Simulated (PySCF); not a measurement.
A GIAO shielding run with PySCF 2.14 (density fitting, non-relativistic, gas phase) on `InChI=1S/C4H11NSi2/c1-5-4-2-3-6-7-4/h2-5H,6-7H2,1H3/t4-/m1/s1`:

```
$ OMP_NUM_THREADS=1 python probes_run.py task.json out

{"job": {"kind": "nmr", "xc": "PBE0", "basis": "pcSseg-1"}, "charge": 0, "multiplicity": 1}
C      2.719386     0.189107     0.060361
N      1.469479    -0.198789     0.680248
C      0.277071     0.486045     0.186002
C     -0.168001    -0.008699    -1.163620
C     -1.394496    -0.446791    -1.428855
Si    -2.686448    -0.434897    -0.053765
Si    -1.141671     0.315707     1.487894
H      3.532859    -0.342423     0.553911
H      2.780216    -0.015956    -1.018858
H      2.863154     1.259779     0.213552
H      1.334403    -1.201801     0.595244
H      0.554002     1.543148     0.085527
H      0.603210    -0.019478    -1.929626
H     -1.622484    -0.801919    -2.425243
H     -3.259444    -1.781096     0.092237
H     -3.800330     0.448832    -0.424272
H     -1.377584     1.618480     2.121035
H     -0.692081    -0.602934     2.536578
```

Hardware: 1 thread of an Intel Xeon, shared host. The job also computes population analyses, field gradients, ring-centre shieldings.

Question: How large is the calculation?

Answer: 70 electrons, 188 basis functions and 1016 auxiliary functions.

Question: How long does it take, and how much memory does it need?

Answer: 2.1 min of wall time, with 14 SCF cycles and 5 response iterations; peak memory 0.84 GiB. Times on a shared host scatter by some tens of per cent.
